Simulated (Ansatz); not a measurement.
Species: C7H13, net charge 0, doublet state. It need not be the lowest isomer of its formula. SMILES: [CH2]C(C)CCC=C
Coordinates optimised at B3LYP-D3(BJ)/def2-TZVP (Ansatz, a first-principles code):
```
C
H 1 1.0935
H 1 1.0950 2 106.36
C 1 1.5332 2 108.48 3 117.88
H 4 1.0941 1 109.64 2 65.59
H 4 1.0946 5 106.84 1 -118.39
C 4 1.4969 5 109.67 6 -117.89
C 7 1.3268 4 125.29 5 -4.18
H 8 1.0825 7 121.74 4 -179.35
H 8 1.0845 9 116.82 7 179.83
H 7 1.0878 8 118.95 9 -0.38
C 1 1.5390 2 108.76 3 -117.06
H 12 1.1050 1 106.46 2 -68.23
C 12 1.4876 13 108.02 1 -119.14
H 14 1.0819 12 120.95 13 -90.39
H 14 1.0821 15 117.94 12 -172.60
C 12 1.5328 13 107.10 14 -120.01
H 17 1.0901 12 111.80 13 -55.45
H 17 1.0915 18 107.62 12 -121.76
H 17 1.0927 18 108.19 19 -116.33
```
Charge 0, spin multiplicity 2.

Quantity: atomisation energy (electronic, to ground-state atoms), in eV. Cores are frozen in the correlated levels unless marked. Open shells are spin-unrestricted. No spin-orbit coupling. Non-relativistic. The coupled-cluster limit lacks core correlation, which all-electron functionals hold. CBS(X,Y): correlation extrapolated as X^-3; Hartree-Fock from the larger set. The bracket is a focal-point correction in the basis named.

```tsv
level	program	atomisation energy (eV)
HF/STO-3G	Ansatz	78.38
HF/cc-pVDZ	Ansatz	62.65
PBE0/6-31G*	Ansatz	84.31
PBE0/def2-SVP	Ansatz	84.91
```

Task: What does RI-MP2/CBS(cc-pVTZ,cc-pVQZ)+[CCSD(T)-MP2]/cc-pVTZ (Ansatz) give?

Result: 83.62 eV, so PBE0/def2-SVP differs from it by 1.29 eV.
